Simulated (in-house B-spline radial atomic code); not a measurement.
# RPA and G0W0 on r2SCAN: K7+

Configuration [Ne] 3s2, mean-field start r2SCAN. Computed with an all-electron radial atomic-structure program (B-spline basis): all electrons, scalar-relativistic (spin-free one-electron X2C), finite nucleus, each spin shell either full or empty, empty states to l = 9 with an (l + 1/2)⁻⁴ tail; G0W0 by contour deformation at full frequency.

Command:
```bash
python run_gw.py task.json out
```
Settings (radii: box in bohr, nucleus in fm):
```
Z                        19
electrons                12
configuration            [Ne] 3s2
hamiltonian              x2c
method                   r2scan
lmax                     9
rms_radius               3.4349
spin_polarised           False
box_radius               8.41
intervals                67
ion_configuration        [Ne] 3s1
```

Time taken, with all properties: 2.5 s on 1 thread of Arm Neoverse V1 (shared host).

Energies (hartree):

```
                                     term       value
                         mean-field total  -585.93865
Hartree-Fock functional on these orbitals  -585.47094
                      direct second order    -0.88128
                    second-order exchange     0.32512
                         SOSEX correction     0.29012
```

Question: What is the RPA correlation energy, and what remains with SOSEX?

Answer: RPA gives -0.78078 hartree (-1.77 eV per electron); RPA + SOSEX gives -0.49066, and the second-order doubles -0.55616 hartree (no singles). SOSEX takes back 37 % of the RPA value.

Quasi-particle levels (eV):

| level | occupied | mean field | Σx - vxc | Σc | QP weight | G0W0 |
| --- | --- | --- | --- | --- | --- | --- |
| 3s | yes | -146.08 | -6.83 | ? | ? | ? |
| 2p | yes | -420.94 | -28.71 | 4.13 | 0.958 | -445.52 |
| 3p | no | -126.03 | 9.78 | -2.16 | 0.954 | -118.41 |

G0W0 = mean field + (Σx - vxc) + Σc, with Σc (partial-wave tail included) taken at the quasi-particle energy. Levels of low weight are left out.

Question: Where does G0W0 put 3s?

Answer: At -155.58 eV, with Σc = -2.67 eV and a quasi-particle weight of 0.963. The tabulated removal energy is 154.87 ± 0.05 eV (NIST, semi-empirical); the calculation leaves out spin-orbit coupling, Breit and QED terms, and what these don't explain is the method's own error.

Question: What does it cost to remove one electron (to [Ne] 3s1) by differences of total energies, each species on its own start (correlation terms add to the Hartree-Fock functional)?

Answer: r2SCAN 153.67 eV, Hartree-Fock functional 152.69 eV, + RPA 155.51 eV, + RPA + SOSEX 154.75 eV, + second order 155.56 eV. Tabulated: 154.87 ± 0.05 eV (NIST, semi-empirical); the calculation leaves out spin-orbit coupling, Breit and QED terms, and what these don't explain is the method's own error.
